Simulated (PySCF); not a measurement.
**IrF₃⁺, sextet: molecular constants**

Method: UB3LYP in PySCF with Ir def2-SVP with ECP60, F def2-SVP; scalar-relativistic core potentials, no spin–orbit coupling; density-fitted integrals.

The structure is a minimum.

Z-matrix (Å, degrees; charge 1 multiplicity 6):
```
Ir
F  1 1.9537
F  1 1.8510 2 100.40
F  1 1.8510 2 100.40 3 180.00
```

```
Point group                                                                   : C2v
Bond lengths                                                                  : Ir–F 1.851 Å (×2), Ir–F 1.954 Å
Bond angles                                                                   : F–Ir–F 100.4° (×2), F–Ir–F 159.2°
Heat capacity Cp at 298.15 K                                                  : 69.3 J/(mol K)
Dipole moment about the centre of mass                                        : 0.81 D
Highest occupied level (α)                                                    : -15.50 eV
Enthalpy at 298.15 K above 0 K                                                : 16.78 kJ/mol
Lowest empty level (β)                                                        : -14.49 eV
Entropy at 298.15 K and 1 bar (electronic part: spin only)                    : 345.7 J/(mol K)
Principal quadrupole moments (Buckingham, traceless) about the centre of mass : -4.20, -0.34, 4.54 D Å
Principal polarisabilities                                                    : 16.3, 37.2, 43.5 bohr³
Spin squared ⟨S²⟩                                                             : 8.761
Rotational constants                                                          : 0.2267, 0.1338, 0.08416 cm⁻¹
Rotational symmetry number                                                    : 2
Zero-point energy                                                             : 13.5 kJ/mol
```

Harmonic modes (masses in u: Ir 192.963, F 18.998):
| symmetry | ω (cm⁻¹) | IR (km/mol) | type |
| --- | --- | --- | --- |
| b1 | 46 | 14.4 | bend |
| a1 | 124 | 2.9 | bend |
| b2 | 139 | 1.0 | bend |
| a1 | 538 | 1.1 | stretch |
| a1 | 683 | 0.1 | stretch |
| b2 | 735 | 62.3 | stretch |

In C2v the vibrations span b1 + 3a1 + 2b2. Here b1 is antisymmetric to the molecular plane and b2 lies in it.

Charges (e):
```json
{"atom": "Ir1", "Mulliken": "1.51", "Löwdin": "1.01", "polar tensor": "1.69", "spin (Mulliken)": "3.49", "Mayer order to Ir1": "–"}
{"atom": "F2", "Mulliken": "-0.12", "Löwdin": "0.02", "polar tensor": "-0.07", "spin (Mulliken)": "0.69", "Mayer order to Ir1": "1.12"}
{"atom": "F3,4", "Mulliken": "-0.19", "Löwdin": "-0.02", "polar tensor": "-0.31", "spin (Mulliken)": "0.41", "Mayer order to Ir1": "1.12"}
```

Mulliken populations on Ir1 (electrons outside its core potential): s 2.55, p 6.27, d 6.59, f 0.07.

Formally Ir is in oxidation state +4, d5, with 5 unpaired electrons (the high-spin count). The Mulliken spin on Ir is 3.49. The polar-tensor charge on Ir, 1.69, is far below the formal one.

Other isomers or separated fragments may lie lower. With open d or f shells other occupations or spin states may lie lower. At this level a quartet minimum of C2v symmetry lies 149 kJ/mol below this structure. No spin–orbit coupling is included, which matters more the heavier the element.

The final relaxation and frequency run took of the order of 90 core-seconds on a shared host.
